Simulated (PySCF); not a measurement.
Computed shifts of a molecule C3H8OSi, PBE/pcSseg-1 (PySCF), GIAO, gas phase, atoms alike by connectivity averaged where their shifts nearly agree, in ppm (number of nuclei): ²⁹Si: -23.1 (1). ¹³C: 146.3 (1), 138.6 (1), 58.5 (1). ¹H: 6.74 (2), 6.40 (1), 5.46 (2), 4.13 (3). References: ²⁹Si against TMS (σ = 335.4 ppm); ¹³C against TMS (σ = 182.0 ppm); ¹⁷O against H2O (σ = 334.3 ppm); ¹H against TMS (σ = 31.49 ppm), references at their B3LYP-D3(BJ)/def2-TZVP geometries, non-relativistic. Coordinates come from a ωB97X-D3(BJ)/def2-SVP optimisation. One conformer was computed; it need not be the lowest.

### Question
Pick the molecule that these values belong to.
A. C=COC[SiH3]
B. C1CO[SiH2]C1
C. C[Si@H]1CCO1
D. C=C[SiH2]OC

### Answer
D, C=C[SiH2]OC
